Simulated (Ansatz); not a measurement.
Consider the formal exchange of groups at a Cd–O bond: `[SiH3][O][Cd][Cl]` + `CSC(C)C` → `C[S][Cd][Cl]` + `CC(C)O[SiH3]`.

Program: Ansatz. Geometries: PBE0-D4/def2-TZVP. ΔE: electronic, gas phase. CCSD(T)/CBS adds triple-zeta CCSD(T) − MP2 to the extrapolated MP2 energy (def2 sets, frozen cores). DFT in def2-TZVPP. HSE06 is defined as in plane-wave codes. Elements past krypton have def2 core potentials. For Cd outer-core shells are correlated without core-valence functions, which leaves a few kJ/mol of doubt a bond. Each species was taken in one conformer, which may not be the lowest.

Question: Is it downhill or uphill in electronic energy at CCSD(T)/CBS, and by how much? (Best estimate.)

Answer: The calculation gave: Downhill: ΔE = -24.5 kJ/mol.

Question: What do these levels give: LDA (SPW92), B97M-V, PBE0-D4, r2SCAN0-D4, HSE06-D4, ωB97X-V, BLYP, r2SCAN, PBE0, LC-ωPBE, RPA@PBE/def2-TZVPP, CCSD/def2-TZVPP? (An estimate is asked.)

Answer: Computed: LDA (SPW92) -37.9, B97M-V -28.4, PBE0-D4 -34.0, r2SCAN0-D4 -33.6, HSE06-D4 -34.5, ωB97X-V -26.8, BLYP -35.8, r2SCAN -31.8, PBE0 -35.6, LC-ωPBE -24.5, RPA@PBE/def2-TZVPP -18.7, CCSD/def2-TZVPP -24.0 kJ/mol.

Largest T1 diagnostic among the species: 0.014.

The D4 term adds +3.3 kJ/mol with B3LYP and +1.7 kJ/mol with PBE0; it sums over pairs of atoms, weighted by their polarisabilities, and B3LYP, whose exchange is more repulsive, gets the larger term. At CCSD(T), def2-SVP lies −6.1 kJ/mol from the extrapolated value and def2-TZVPP +2.7 kJ/mol. In def2-TZVPP, CCSD(T) changes the Hartree–Fock value by +18.8 kJ/mol (the triples alone add +2.3 kJ/mol) and MP2 by +22.9 kJ/mol.

B3LYP here is the variant with VWN-RPA as its local correlation; programs differ in this.
